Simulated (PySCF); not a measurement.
C7H8Cl2Si.
Atom-mapped SMILES: `[CH3:1][C@H:2]1[SiH2:3][CH:4]=[C:5]1[C:6]#[C:7][CH:8]([Cl:9])[Cl:10]`

Probes without a nucleus sit at each ring's centroid and 1 Å off its mean plane on both sides; NICS is minus the shielding there, NICSzz its component along the normal. Level: GIAO PBE0/pcSseg-1 (PySCF, non-relativistic, gas phase) on the GFN2-xTB geometry, one conformer.

Ring bond lengths (Å), with Mayer bond orders in brackets: C2–Si3 1.939 (0.88), Si3–C4 1.887 (0.93), C4–C5 1.347 (1.73), C5–C2 1.518 (0.96).

What do the NICS probes read (ppm)?

| ring | type | NICS(0) | NICS(1), two faces | NICS(1)zz, two faces | rms pucker (Å) | centre to ring atoms, mean (Å) |
| --- | --- | --- | --- | --- | --- | --- |
| C2–Si3–C4–C5 | 4-membered ring with Si; formal bonds 1 double, 3 single | 0.4 | -2.5 / -2.2 | 2.5 / 3.7 | 0.00 | 1.18 |

What do they say, and how far can they be read as aromaticity?

- C2–Si3–C4–C5: mean NICS(1)zz 3.1 ppm, deshielded. C2, Si3 have four or more neighbours, so the value isn't read as a sign of a π ring current.

What field does 9.4 T along the ring normal induce along that normal at the second NICS(1) probe listed for ring C2–Si3–C4–C5, 1 Å off the ring?

NICSzz × B0 = 3.7 ppm × 9.4 T = 35 μT, along the applied field.
